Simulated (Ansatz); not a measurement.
Isolated molecules relaxed with PBE0-D4/def2-TZVP in Ansatz; ΔE leaves out vibrations. CCSD(T)/CBS adds triple-zeta CCSD(T) − MP2 to the extrapolated MP2 energy (def2 sets, frozen cores). This one scheme is used for every species. DFT in def2-TZVPP. Each species was taken in one conformer, which may not be the lowest.

Consider the ligand exchange at the Si–F bond: `FC[SiH2]F` + CH₃OH → `CO[SiH2]CF` + H–F.

`FC[SiH2]F`:

```xyz
8

F     1.886   -0.428   -0.181
C     0.723   -0.318    0.570
Si   -0.722    0.260   -0.487
F    -0.504    1.784   -0.917
H     0.911    0.374    1.398
H     0.498   -1.299    1.006
H    -1.958    0.181    0.331
H    -0.832   -0.555   -1.719
```

CH₃OH:

```xyz
6

C     0.310   -0.175   -0.004
O    -0.940    0.260   -0.486
H     0.735   -0.830   -0.765
H     0.223   -0.748    0.927
H     1.008    0.655    0.159
H    -1.335    0.838    0.170
```

`CO[SiH2]CF`:

Z-matrix (Å, degrees):
```
C
O 1 1.412
H 1 1.094 2 111.2
H 1 1.091 2 108.1 3 -119.5
H 1 1.096 2 111.5 3 121.2
Si 2 1.637 1 123.7 3 -72.0
C 6 1.890 2 112.1 1 70.3
H 6 1.484 2 106.9 1 -171.5
H 6 1.490 2 110.4 1 -50.2
F 7 1.396 6 110.3 2 -64.8
H 7 1.097 6 111.2 2 175.3
H 7 1.096 6 111.6 2 55.1
```

H–F:

Cartesian coordinates in Å:
```
F 0.084 0.301 -0.338
H -0.084 -0.301 0.338
```

```
         level  ΔE (kcal/mol)
        PBE-D4            8.8
     r2SCAN-D4            9.5
        B2PLYP            9.8
 HF/def2-QZVPP           11.8
MP2/def2-QZVPP            7.9
  HF/CBS(def2)           11.8
 MP2/CBS(def2)            7.8
CCSD/CBS(def2)            8.9
```

Question: What does CCSD(T)/CBS give? (Estimate.)

Answer: The calculation gave: +8.3 kcal/mol. The listed levels differ from it by 0.5, 1.2, 1.5, 3.5, -0.4, 3.5, -0.5, 0.6 kcal/mol.

Largest T1 diagnostic among the species: 0.011.

The D4 term adds −2.1 kcal/mol with B3LYP and −1.2 kcal/mol with PBE0; it sums over pairs of atoms, weighted by their polarisabilities, and B3LYP, whose exchange is more repulsive, gets the larger term. In def2-TZVPP, CCSD(T) changes the Hartree–Fock value by −3.2 kcal/mol (the triples alone add −0.5 kcal/mol) and MP2 by −3.7 kcal/mol.

B3LYP here is the variant with VWN-RPA as its local correlation; programs differ in this.
